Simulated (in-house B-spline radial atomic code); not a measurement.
# Ionising Ba with different functionals

Computed with a radial B-spline atomic code at the basis-set limit: scalar-relativistic (spin-free X2C) Hamiltonian, Fermi nucleus of rms radius 4.8378 fm, spin-polarised at highest spin, spherical fractional occupations for the functionals, the average over the highest-spin determinants for Hartree-Fock. The ionisation energy is the difference of two self-consistent energies, [Xe] 6s2 → [Xe] 6s1, without Breit or QED terms; ε is the level of the shell that loses the electron (its least bound occupied spin orbital). There is no spin-orbit coupling in this Hamiltonian.

```csv
method,rung,ΔSCF (eV),-ε(6s) (eV)
Hartree-Fock,Hartree-Fock,4.27,4.44
HF fractional,Hartree-Fock,4.27,4.44
LDA VWN5,LDA,5.37,3.34
LDA PW92,LDA,5.38,3.34
LDA exchange-only,LDA,4.39,2.58
PBE,GGA,5.20,3.23
PBEsol,GGA,5.18,3.24
BLYP,GGA,5.17,3.07
RPBE,GGA,5.16,3.18
PW91,GGA,5.23,3.26
BP86,GGA,?,?
AM05,GGA,5.11,3.18
OLYP,GGA,5.00,2.93
TPSS,meta-GGA,5.09,3.22
SCAN,meta-GGA,4.94,3.28
revTPSS,meta-GGA,5.11,3.25
PBE0,global hybrid,5.12,3.70
B3LYP,global hybrid,5.24,3.58
TPSSh,global hybrid,5.08,3.40
BHandHLYP,global hybrid,5.05,4.00
r2SCAN0,global hybrid,4.95,3.71
B97-1,global hybrid,5.32,3.54
HSE06,range-separated hybrid,5.13,3.39
wB97X,range-separated hybrid,5.37,5.10
CAM-B3LYP,range-separated hybrid,5.16,4.39
LC-wPBE,range-separated hybrid,?,?
```

Q: What does LC-wPBE give?

A: ΔSCF 4.92 eV, and -ε(6s) = 5.08 eV.

Q: What does BP86 give?

A: ΔSCF 5.33 eV, and -ε(6s) = 3.35 eV.

Q: Among the functionals, which spreads more, the ΔSCF values or the orbital energies?

A: The orbital energies: ΔSCF values span about 0.99 eV and the orbital energies 2.52 eV.

Q: How do they compare with the NIST value?

A: NIST lists 5.212 eV (measured, ground level to ground level). Errors run from -0.94 to +0.17 eV; PBE is closest (-0.01 eV), but part of that can be cancellation, since the calculations leave out Breit-QED terms. Hartree-Fock also lacks correlation.
